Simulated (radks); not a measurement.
Initial-state core-level shifts of the terbium ion Tb+ when its valence configuration changes from [Xe] 4f9 6s1. Calculated with a radial shooting solver on a logarithmic mesh with Libxc functionals: scalar-relativistic Kohn-Sham, PBE, spin-polarised, spherical densities, finite nucleus; open shells are filled with parallel spins first (spin-orbit coupling, left out, can overturn this in heavy ions); Fermi nuclear charge, rms radius 5.06 fm. Shifts are changes of the shell-averaged eigenvalues in eV (positive: less bound); the change of the density at the nucleus, which sets a Mossbauer isomer shift, is in e/bohr^3, on a base of 7.203e+05.

\begin{tabular}{lrrrrr}
valence & 1s & 2s & 3s & 4p & density at nucleus \\ \hline
4f9 5d1 & +1.627 & +1.688 & +1.631 & +1.672 & -35.52 \\
4f8.5 5d0.5 6s1 & -2.959 & -3.188 & -3.559 & -3.343 & +14.93 \\
4f9.5 6s0.5 & +3.315 & +3.529 & +3.796 & +3.680 & -29.34 \\
4f7.5 5d0.5 6s1 6p1 & -13.293 & -14.178 & -15.406 & -14.529 & +57.25 \\
4f8 6s1 6p1 & -9.716 & -10.295 & -11.024 & -10.544 & +38.21 \\
4f9 6p1 & -1.312 & -1.296 & -1.276 & -1.293 & -34.15 \\
4f9 6s0.5 6p0.5 & -0.660 & -0.652 & -0.643 & -0.651 & -17.02 \\
4f8.5 5d1.5 & -1.113 & -1.270 & -1.693 & -1.444 & -23.63 \\
4f8 6s2 & -8.600 & -9.178 & -9.906 & -9.429 & +76.24 \\
\end{tabular}
